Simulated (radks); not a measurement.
The numbers below are computed, except where a source is named.
Numerical settings for the strontium ion Sr+, [Kr] 5s1. Level of theory: scalar-relativistic Kohn-Sham, r2SCAN, spin-polarised, spherical densities, finite nucleus; open shells are filled with parallel spins first (spin-orbit coupling, left out, can overturn this in heavy ions); meta-GGA in the generalised Kohn-Sham scheme; Fermi nuclear charge, rms radius 4.224 fm (a radial shooting solver on a logarithmic mesh with Libxc functionals). The defaults (mesh step 0.008 in ln r, mesh end at 40 bohr or more with all orbitals vanishing there, Anderson mixing 0.5 over 9 steps, residual threshold near 1e-9 with the energy settled to 1e-9 hartree or 1e-11 of itself, here a cap of 96 iterations) give E = -3179.783 hartree and 5s at -8.762 eV in 14 iterations. Run on one thread of a shared host, so times are rough (Intel(R) Xeon(R) Platinum 8488C): 0.19 s of CPU time, 0.19 s wall, 14 iterations on 2314 mesh points. Changes against that run (0 stands for a change within the tolerance of the run):

setting                    iterations         converged  E (mhartree)  e(5s) (meV)  CPU (s)
mesh step in ln r 0.2              10                no      diverged            -     0.04
mesh step in ln r 0.12              2                no      diverged            -     0.01
mesh step in ln r 0.08             17                no      diverged            -      0.1
mesh end (bohr) 20                 14               yes             0            0      0.2
mesh end (bohr) 1                  11  level above zero     +1.87e+05    +1.42e+06     0.13
residual threshold 0.01            11               yes             0       -0.315     0.15
residual threshold 0.1             11               yes             0       -0.315     0.17
mixing 2.5                         21               yes             0      -0.0263     0.28
linear mixing, mixing 0.5          26               yes             0       -0.022      0.3
linear mixing, mixing 0.8          23                no      diverged            -     0.29
mixing history 20                  14               yes             0            0     0.19
iteration cap 5                     5                no        +0.235        +39.8     0.09

Settled on a wrong energy, with an occupied level pushed above zero by the early mesh end: mesh end (bohr) 1 (+187 hartree). Apart from these: no run marked as converged misses the energy by more than 1 mhartree. A mesh that ends early acts as a hard wall.
